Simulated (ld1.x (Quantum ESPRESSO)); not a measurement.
# Before and after: TM potential for chromium (Cr)

Cr (Z = 24), norm-conserving Troullier–Martins (Kleinman–Bylander form), made with ld1.x (Quantum ESPRESSO) 7.5 (LDA (PZ), scalar-relativistic). Core [Ne] 3s2, reference 3p6 3d5 4s1 4p0. Waves: 4s (bound): rc 2.65 bohr; 3d (bound): rc 1.30 bohr; 3p (bound): rc 1.25 bohr. Local part: the p channel. Core correction: Bessel-smoothed model core inside 1.25 bohr.

Change: core correction none.

Cutoffs: the cutoffs (Ry, on a coarse ladder) from which the occupation-weighted sum of valence levels, in a spherical-Bessel basis at the reference potential, stays within 10 and 1 mRy of its value at 400 Ry; they do not see the model core or the augmentation charge, which bear on the density cutoff. Errors are all-electron minus pseudo energies relative to the spin-unpolarised reference configuration.

Q: What does the change do?

A: The potential gets neither clearly harder nor softer (120 Ry and 140 Ry → 120 Ry and 140 Ry); both files keep a bound ghost (s); of the 9 tests that both files solve, the error grows in 5 and shrinks in 1 by more than 15 % and 0.3 meV (median size 13.6 → 36.9 meV).

| quantity | base | changed |
| --- | --- | --- |
| cutoff, loose | 120 Ry | 120 Ry |
| cutoff, tight | 140 Ry | 140 Ry |
| bound ghosts | s | s |
| error for 3p6 3d5 4s0 4p0, meV [ΔE 7.14 eV] | -14 | -12 |
| error for 3p6 3d4 4s0 4p0, meV [ΔE 23.48 eV] | +7.6 | +20 |
| error for 3p6 3d3 4s0 4p0, meV [ΔE 54.51 eV] | +3.9 | +68 |
| error for 3p6 3d4 4s1 4p1, meV [ΔE 3.61 eV] | +7.5 | +13 |
| error for 3p5 3d5 4s1 4p0, meV [ΔE 51.47 eV] | -44 | -37 |
| error for 3p6 3d5.5 4s0.5 4p0, meV [ΔE 0.72 eV] | -6.4 | -5.9 |
| error for 3p6 3d4 4s2 4p0, meV [ΔE -0.06 eV] | -45 | -41 |
| error for 3p6 3d5 4s1 4p0 (spin-polarised), meV [ΔE -4.92 eV] | +258 | +902 |
| error for 3p6 3d5 4s0 4p0 (spin-polarised), meV [ΔE 2.68 eV] | +260 | +936 |
| s: phases at 2.90 bohr within 0.05 rad from the reference energy up to (Ry; the scan ends near 5) | 2.3 | 2.3 |
| p: phases at 2.90 bohr within 0.05 rad from the reference energy up to (Ry; the scan ends near 5) | 4.3 | 4.3 |
| d: phases at 2.90 bohr within 0.05 rad from the reference energy up to (Ry; the scan ends near 5) | to the end of the scan | to the end of the scan |

Changed file: These tests converged, but a pseudo level misses the all-electron one widely, so the file describes the atom poorly there or has found another state: 3p6 3d3 4s0 4p0: empty 4s by 4.0 eV (a node warning on the way). A true bound ghost makes a file unfit for plane-wave use even where its test errors are small: the radial tests pick states by their node count and pass the ghost by.
